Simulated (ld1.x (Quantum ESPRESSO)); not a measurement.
tungsten TM: all-electron and pseudo phase curves

```
Element                 : tungsten (W)
Generator               : ld1.x (Quantum ESPRESSO) 7.5
Type                    : norm-conserving Troullier–Martins (Kleinman–Bylander form)
Functional              : PBE
Relativity              : scalar-relativistic
Frozen core             : [Kr] 4d10
Valence charge          : 28
Reference configuration : 4f14 5s2 5p6 5d4 6s2 6p0
Partial waves           : 5s (bound): rc 1.15 bohr; 5p (bound): rc 2.00 bohr; 5d (bound): rc 2.70 bohr; 4f (bound): rc 1.00 bohr
Local potential         : all-electron potential smoothed inside 1.50 bohr (lloc = -1)
Core correction         : a·sin(br)/r model core inside 1.06 bohr
```

Occupied shells without a wave of their own: 6s. They enter only through the test configuration that unscreens the potential, and ld1.x also counts them in the model core charge.

The phase is arctan(r·u′/u) with u = r·R(r), unwrapped; energies in Ry, scanned from -8 to 5 Ry. A pole is an energy at which the radial function vanishes at the test radius. The pseudo phase is shifted by a multiple of π to meet the all-electron one at the reference energy, and phase errors are pseudo minus all-electron; the curves can meet again beyond the range given. Levels narrower than the energy grid can be missing from the lists of poles. n/a: not evaluated, since a narrow level or a reset projector energy made the automatic matching unsafe.

Question: For each channel, where are the poles, and over which energies does the pseudopotential scatter like the atom?

Answer:

```csv
channel,radius (bohr),reference energy (Ry),"poles, all-electron","poles, pseudo",unbroken range about the reference energy with phases within 0.05 rad,phase error 1 Ry above the reference energy (rad)
s,2.94,-5.81,1.23,1.22,n/a,n/a
p,2.94,-3.18,"-3.13, 2.61","-3.14, 2.37",below 0.0,-0.000
d,2.94,-0.33,0.05,0.05,below 1.9,+0.002
f,2.94,-2.44,"-2.43, 3.11","-2.43, 3.25",below 1.2,+0.000
```

ld1.x takes every shell without a wave as core, so the model core holds the 6s electrons as well and exchange and correlation see them twice. This cancels in the reference configuration, but the file is broken for other ones, and its errors say nothing about a proper core correction.

Phases in the d channel:

| E (Ry) | all-electron | pseudo |
| --- | --- | --- |
| -8.00 | 1.450 | 1.450 |
| -7.52 | 1.446 | 1.446 |
| -7.04 | 1.442 | 1.442 |
| -6.56 | 1.437 | 1.437 |
| -6.08 | 1.431 | 1.431 |
| -5.60 | 1.425 | 1.425 |
| -5.12 | 1.419 | 1.419 |
| -4.64 | 1.411 | 1.411 |
| -4.16 | 1.401 | 1.401 |
| -3.68 | 1.390 | 1.390 |
| -3.20 | 1.375 | 1.375 |
| -2.72 | 1.357 | 1.357 |
| -2.24 | 1.331 | 1.331 |
| -1.76 | 1.292 | 1.292 |
| -1.28 | 1.218 | 1.218 |
| -0.80 | 0.984 | 0.985 |
| -0.32 | -1.032 | -1.032 |
| 0.16 | -1.624 | -1.623 |
| 0.64 | -1.773 | -1.771 |
| 1.12 | -1.911 | -1.906 |
| 1.60 | -2.165 | -2.146 |
| 2.08 | -2.944 | -2.860 |
| 2.56 | -4.038 | -3.979 |
| 3.04 | -4.402 | -4.377 |
| 3.52 | -4.543 | -4.527 |
| 4.00 | -4.619 | -4.607 |
| 4.48 | -4.669 | -4.659 |
| 4.96 | -4.708 | -4.697 |
